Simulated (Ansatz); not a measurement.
The cluster Ga₄O₉H₆⁺. Total charge 1; doublet. Geometry r2SCAN-D4/def2-SVP; atoms count from 1.

```xyz
19

Ga    0.7934   -0.2559    1.6073
Ga    0.4180    0.5413   -1.4874
Ga    2.6462    1.7161   -0.1044
Ga   -1.5252   -1.2118   -1.0252
O     2.2902    0.4293   -1.5965
O    -2.8642   -0.4177    1.3053
O    -3.1076   -0.3388    0.0124
O     2.2258    0.7322    1.3386
O     0.8125    2.2161   -0.7198
O    -0.0950   -0.5302    0.0320
O    -0.9754   -0.1344   -2.3847
O     0.0318   -0.9433    3.0301
O    -2.1673   -2.8406   -0.8095
H    -3.7311   -0.2277    1.7362
H     0.5310   -0.8320    3.8521
H     0.5450    3.0773   -1.0715
H     3.7720    2.7282   -0.3118
H    -2.3887   -3.3300   -1.6152
H     2.7888   -0.3781   -1.7880
```

The structure holds one bond between oxygen atoms, so isomers without such links may lie far lower. The structure comes from a short search, and lower isomers may exist.

(1) Estimate the Mulliken populations from the PBE0/def2-SVP orbitals of Ansatz.

(2) Where does the spin sit?

(3) And the Mayer bond orders between bonded heavy atoms (over 0.3)?

Results:

(1) 
| atom | charge (e) | spin (α − β) |
| --- | --- | --- |
| Ga1 | 0.90 | 0.00 |
| Ga2 | 0.97 | 0.00 |
| Ga3 | 0.83 | 0.00 |
| Ga4 | 0.93 | -0.02 |
| O5 | -0.49 | 0.00 |
| O6 | 0.06 | 0.35 |
| O7 | -0.13 | 0.65 |
| O8 | -0.63 | 0.00 |
| O9 | -0.51 | 0.00 |
| O10 | -0.78 | 0.00 |
| O11 | -0.56 | 0.00 |
| O12 | -0.40 | 0.00 |
| O13 | -0.40 | 0.03 |
| H14 | 0.27 | -0.01 |
| H15 | 0.22 | 0.00 |
| H16 | 0.25 | 0.00 |
| H17 | 0.00 | 0.00 |
| H18 | 0.22 | 0.00 |
| H19 | 0.24 | 0.00 |
Mulliken values and Mayer orders depend strongly on the basis.

(2) Summed by element: Ga -0.02, O 1.03, H -0.01, of 1 unpaired in all. Largest on single atoms: O7 0.65, O6 0.35, O13 0.03.

(3) Ga1–O8 1.10 (1.76 Å); Ga1–O10 0.72 (1.83 Å); Ga1–O12 1.23 (1.75 Å); Ga2–O5 0.67 (1.88 Å); Ga2–O9 0.66 (1.88 Å); Ga2–O10 0.53 (1.93 Å); Ga2–O11 1.08 (1.79 Å); Ga3–O5 0.45 (2.00 Å); Ga3–O8 0.91 (1.80 Å); Ga3–O9 0.45 (2.00 Å); Ga4–O7 0.32 (2.08 Å); Ga4–O10 0.55 (1.90 Å); Ga4–O11 0.96 (1.82 Å); Ga4–O13 1.22 (1.76 Å); O6–O7 1.34 (1.32 Å).
